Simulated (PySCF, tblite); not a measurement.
Isomers of C4H8N2O2Si. Computed values, GFN2-xTB/tblite, gas phase, harmonic and unscaled. This tight-binding method is rough: wavenumbers can miss measured ones by several per cent, in bad cases by 10 to 20. Modes of hydrogen on silicon can be 10 to 20 % off. One conformer each.

Electronic energies: PBE0/pcSseg-1 single points on the GFN2-xTB geometries (PySCF, gas phase).

```
                     SMILES  electronic energy, lowest = 0 (kJ/mol)
         CO[Si@H](O)n1ccnc1                                     0.0
         CO[Si@H](O)n1cccn1                                    33.2
C=N[C@@H]1C[Si@H](C(N)=O)O1                                   234.8
```

Task: How do GFN2-xTB zero-point energies change the relative energies?

Result: 
```json
{"SMILES": "CO[Si@H](O)n1ccnc1", "ZPE (kJ/mol)": "323.6", "of it from modes above 1550 cm⁻¹": "146.2", "electronic (kJ/mol)": "0.0", "with ZPE, lowest = 0 (kJ/mol)": "0.0", "lowest mode (cm⁻¹)": "25", "rings": "1"}
{"SMILES": "CO[Si@H](O)n1cccn1", "ZPE (kJ/mol)": "324.0", "of it from modes above 1550 cm⁻¹": "145.7", "electronic (kJ/mol)": "33.2", "with ZPE, lowest = 0 (kJ/mol)": "33.6", "lowest mode (cm⁻¹)": "42", "rings": "1"}
{"SMILES": "C=N[C@@H]1C[Si@H](C(N)=O)O1", "ZPE (kJ/mol)": "319.6", "of it from modes above 1550 cm⁻¹": "166.0", "electronic (kJ/mol)": "234.8", "with ZPE, lowest = 0 (kJ/mol)": "230.8", "lowest mode (cm⁻¹)": "26", "rings": "1"}
```

The zero-point energies span 4.4 kJ/mol, from `C=N[C@@H]1C[Si@H](C(N)=O)O1` to `CO[Si@H](O)n1cccn1`. The order is unchanged.

Task: And how do the electronic energies of GFN2-xTB itself compare?

Result: `CO[Si@H](O)n1ccnc1` 0.0; `CO[Si@H](O)n1cccn1` 47.0; `C=N[C@@H]1C[Si@H](C(N)=O)O1` 373.7 kJ/mol, lowest = 0. Against the energies above, taken from the same isomer `CO[Si@H](O)n1ccnc1`, the largest difference is 138.9 kJ/mol.
